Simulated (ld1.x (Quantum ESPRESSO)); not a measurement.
iridium: one change to a TM semilocal potential, before and after

Ir (Z = 77), norm-conserving Troullier–Martins (semilocal form), made with ld1.x (Quantum ESPRESSO) 7.5 (PBE, scalar-relativistic). Core [Kr] 4d10 4f14 5s2, reference 5p6 5d7 6s2 6p0. Waves: 6s (bound): rc 1.95 bohr; 5p (bound): rc 1.10 bohr; 5d (bound): rc 2.30 bohr. Local part: the d channel. Core correction: none.

Change: wave 5d (bound): rc 2.30 bohr becomes 5d (bound): rc 1.98 bohr.

Cutoffs: the cutoffs (Ry, on a coarse ladder) from which the occupation-weighted sum of valence levels, in a spherical-Bessel basis at the reference potential, stays within 10 and 1 mRy of its value at 400 Ry; they do not see the model core or the augmentation charge, which bear on the density cutoff. Errors are all-electron minus pseudo energies relative to the spin-unpolarised reference configuration.

Q: What does the change do?

A: The potential gets neither clearly harder nor softer (140 Ry and 200 Ry → 140 Ry and 200 Ry); the p channel sets the loose cutoff, while the largest relative change is in d, which becomes harder; of the 7 tests that both files solve, the error grows in 2 and shrinks in 0 by more than 15 % and 0.3 meV (median size 13.5 → 13.4 meV); neither file shows a bound ghost. A semilocal file is local in each channel, so a ghost entry of none says nothing of the separable form that plane-wave codes build from it.

```csv
quantity,base,changed
"cutoff, loose",140 Ry,140 Ry
"cutoff, tight",200 Ry,200 Ry
loose cutoff by channel (10 mRy a level),"s 18 Ry, p 70 Ry, d 30 Ry","s 18 Ry, p 70 Ry, d 35 Ry"
bound ghosts,none,none
"error for 5p6 5d7 6s1 6p0, meV [ΔE 9.88 eV]",-6.0,-6.4
"error for 5p6 5d7 6s0 6p0, meV [ΔE 27.35 eV]",-24,-25
"error for 5p6 5d6 6s0 6p0, meV [ΔE 57.89 eV]",-2.1,+9.6
"error for 5p6 5d7.5 6s1.5 6p0, meV [ΔE -0.29 eV]",-4.4,-4.8
"error for 5p6 5d7 6s1 6p1, meV [ΔE 5.32 eV]",+14,+13
"error for 5p6 5d5 6s0 6p0, meV [ΔE 101.46 eV]",+29,+50
"error for 5p6 5d6 6s2 6p0, meV [ΔE 12.19 eV]",+14,+14
```
